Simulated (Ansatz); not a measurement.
C2H6ClNSi can be A, `N/C=C/[SiH2]Cl`, or B, `C=CN[SiH2]Cl`.

Calculated with Ansatz (gas phase, PBE0-D4/def2-TZVP geometries, no zero-point term in ΔE). CBS: MP2 limit from def2 TZ/QZ plus the TZ coupled-cluster correction, frozen cores. DFT in def2-TZVPP. B3LYP here is the variant with VWN-RPA as its local correlation; programs differ in this. One conformer a species, not always the lowest.

(1) Which is lower in electronic energy at CCSD(T)/CBS, and by how much? (An estimate is asked.)

(2) Give E(B) − E(A) in kJ/mol with PBE-D4, HF/def2-TZVPP, MP2/def2-TZVPP, PBE0-D4, B3LYP-D4, B2PLYP, CCSD(T)/def2-TZVPP. (An estimate is asked.)

Largest T1 diagnostic: 0.011.

Results:

(1) Computed: B, by 42.3 kJ/mol.

(2) Computed: PBE-D4 -30.4, HF/def2-TZVPP -45.6, MP2/def2-TZVPP -41.6, PBE0-D4 -32.5, B3LYP-D4 -39.5, B2PLYP -40.3, CCSD(T)/def2-TZVPP -43.1. None reverses the order clearly.
